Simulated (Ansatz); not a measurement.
# Which method gave which barrier?

Saddle point of InH₅SO₂, closed shell (InH₃SO₂ ([OH][In]([OH])[SH]) + H₂ → InH₃O₂ ([OH][InH][OH]) + H₂S (still joined by a long In–S bond); bonds formed: In1–H6, S2–H5; bonds broken: H5–H6; bonds weakened to dative contacts: In1–S2), PBE0-D4/def2-TZVP structure:

| atom | x (Å) | y (Å) | z (Å) |
| --- | --- | --- | --- |
| In1 | 0.1069 | -0.4056 | 0.2075 |
| S2 | -0.1024 | 2.1170 | -0.4612 |
| O3 | 0.5630 | -0.7953 | 2.0925 |
| O4 | 0.9035 | -1.3692 | -1.3219 |
| H5 | -1.3307 | 1.0139 | -0.3264 |
| H6 | -1.7449 | 0.0291 | -0.1212 |
| H7 | 0.0812 | 1.7738 | -1.7489 |
| H8 | 0.0591 | -0.2683 | 2.7168 |
| H9 | 1.4642 | -2.0954 | -1.0374 |

Computed with Ansatz 0.2.0 (basis: def2-TZVPP, with def2-QZVPP for the basis limit); correlated methods freeze the cores. Filled d shells of the heavier atoms are correlated. Core potentials replace the inner electrons of the atoms past krypton. The def2 sets are not built for correlating such inner shells, so the correlated values are less sure here. Extrapolation: Hartree–Fock as exp(−7.88 √X), correlation as X^−2.97. Four methods, as single points on the PBE0-D4 structures, gave these electronic barriers from the start structure: 21.41, 30.36, 36.05, 45.96 kcal/mol.

(1) The methods were, in alphabetical order, CCSD(T), HF, r2SCAN-D4, SPW92. Which gave which? (A judgement: the text doesn't fix the answer.)

No T1 diagnostic of these runs exceeds 0.017.

Results:

(1) Computed: SPW92 21.41; r2SCAN-D4 30.36; CCSD(T) 36.05; HF 45.96 kcal/mol. For comparison, CCSD(T) at an estimated basis limit (MP2 extrapolated from triple and quadruple zeta, plus CCSD(T) − MP2 in triple zeta) gives 35.75 kcal/mol.

Labels in which every atom is bracketed show which atoms are joined, not bond orders.

For scale, one of the runs: CCSD(T)/def2-TZVPP, 224 basis functions, launched by `ansatz run in.yaml --threads 4 --pin off --events-out ev --progress --plain --max-ram 9574MiB`. Hardware: 4 CPU threads of an Arm Neoverse V2, shared host. Wall time 2.6 min; peak host memory 4 GiB.
